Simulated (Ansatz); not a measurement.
Ansatz (an electronic-structure program) input (PBE/6-31G*):

Ansatz 0.2 input:
```yaml
crystal:
  periodic: [false, false, false]
  atoms:
    - {symbol: B, position_ang: [-0.21756151, -0.02968215, -0.05443514]}
    - {symbol: H, position_ang: [0.43587359, -0.51872381, 0.89116301]}
    - {symbol: H, position_ang: [0.65193396, 0.66713454, -0.61898733]}
basis:
  gaussian:
    orbitals: 6-31G*
hamiltonian:
  xc: {name: PBE}
total_charge: -1
output: {forces: true}
```

Predict the final energy.

-25.83139 Eh.
